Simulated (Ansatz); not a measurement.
`CO[BH][ZnH]` + CH₃SH → `C[S][ZnH]` + `BOC` at 600 K and 1 bar (cleavage of the Zn–B bond).

Calculated with Ansatz (gas phase, PBE0-D4/def2-TZVP geometries, no zero-point term in ΔE). CBS: MP2 limit from def2 TZ/QZ plus the TZ coupled-cluster correction, frozen cores. This one scheme is used for every species. For Zn outer-core shells are correlated without core-valence functions, which leaves a few kJ/mol of doubt a bond. Scalar relativity is left out up to krypton. Each species was taken in one conformer, which may not be the lowest.

```csv
species,CCSD(T)/CBS energy (Eh),H − E (kJ/mol),S (J/(mol·K))
`CO[BH][ZnH]`,-1919.39909,212.8,401.0
CH₃SH,-438.22835,152.3,296.8
`C[S][ZnH]`,-2216.62619,161.9,375.7
`BOC`,-141.04597,205.8,323.1
```

H − E and S are ideal-gas, rigid-rotor, harmonic terms from PBE0-D4/def2-TZVP, for one conformer and one mirror image of each species. 1 Eh = 2625.50 kJ/mol, R = 8.31446 J/(mol·K).

Problem. By hand: ΔE, ΔH, ΔS and ΔG.

Solution. ΔE = (-2216.62619) + (-141.04597) − (-1919.39909) − (-438.22835) = -0.04472 Eh = -117.4 kJ/mol. Δ(H − E) = 161.9 + 205.8 − 212.8 − 152.3 = 2.6, so ΔH = -114.8 kJ/mol. ΔS = 375.7 + 323.1 − 401.0 − 296.8 = 1.0 J/(mol·K). ΔG = -114.8 − 600 × (1.0)/1000 = -115.4 kJ/mol.

Problem. By hand: the equilibrium constant, and the temperature at which ΔG would vanish if ΔH and ΔS stayed fixed.

Solution. log₁₀ K = −ΔG/(RT ln 10) = 10.0. ΔH and −TΔS have one sign here, so there is no such temperature. One of them is within its doubt of zero, so this could turn.

The number of gas molecules stays the same, so ΔS is small and ΔH decides. A doubt of 5 kJ/mol in ΔE shifts log₁₀ K by 0.4 here. Other conformers and mirror images would add mixing entropy, several J/(mol·K) or more a flexible species. These are equilibria of isolated gas molecules and say nothing of rates. Largest T1 diagnostic: 0.016 (customary marks: 0.02 for closed shells, 0.045 for open ones).
